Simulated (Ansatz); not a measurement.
C2H2Se, SMILES `C1=C[Se]1`. Charge 0, multiplicity 1.

```json
{"atom": "C1", "x (Å)": "0.119", "y (Å)": "-0.462", "z (Å)": "-0.452"}
{"atom": "C2", "x (Å)": "-0.416", "y (Å)": "0.399", "z (Å)": "0.315"}
{"atom": "Se3", "x (Å)": "1.526", "y (Å)": "0.323", "z (Å)": "0.701"}
{"atom": "H4", "x (Å)": "0.048", "y (Å)": "-1.197", "z (Å)": "-1.233"}
{"atom": "H5", "x (Å)": "-1.277", "y (Å)": "0.936", "z (Å)": "0.668"}
```

(1) List the harmonic frequencies (cm⁻¹, unscaled) at PBE0-D4/def2-TZVP in Ansatz. (Estimate.)

(2) Is this a minimum?

(3) Give the ideal-gas thermochemistry at 298.15 K and 1 bar (rigid rotor, harmonic oscillator; point group C2v, symmetry number 2).

## Answers

(1) The calculation gave: 480, 560, 611, 781, 872, 912, 1753, 3292, 3346.

(2) Yes, all 9 modes are real.

(3) Zero-point energy 75.4 kJ/mol; H(298) − E = 87.4 kJ/mol; entropy 266.3 J/(mol·K), of which translation 166.9, rotation 90.3, vibration 9.1; G(298) − E = 7.9 kJ/mol.
